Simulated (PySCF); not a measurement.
## Radial density of Sm⁴⁸⁺ (samarium, charge +48)

B97-3, [Ne] 3s2 3p2, high-spin 3P determinant. Computed with PySCF 2.14 in an uncontracted even-tempered set (18 s from 10 bohr⁻², ratio 2.5; 12 p from 14 bohr⁻², ratio 2.5; 4 d from 54 bohr⁻², ratio 2.7; 4 f from 80 bohr⁻², ratio 2.7), with the spin-free X2C one-electron Hamiltonian (Gaussian nucleus).

```
r (bohr)  4πr²ρ (e/bohr)  4πr²(ρα − ρβ)
  0.0181           80.53         0.8850
  0.0304           67.57         2.7118
  0.0512           86.87         4.2375
  0.0861           84.62         0.7272
   0.145           29.82         4.6156
   0.244           21.34         9.9369
   0.410           1.960         0.9896
   0.690        0.004177         0.0011
```

Densities and radii are taken from the X2C orbitals without a picture-change correction, which distorts them close to the nucleus.

Spin-orbit coupling is strong in this species (close to jj coupling), so the high-spin LS determinant is a model state, not a physical level.
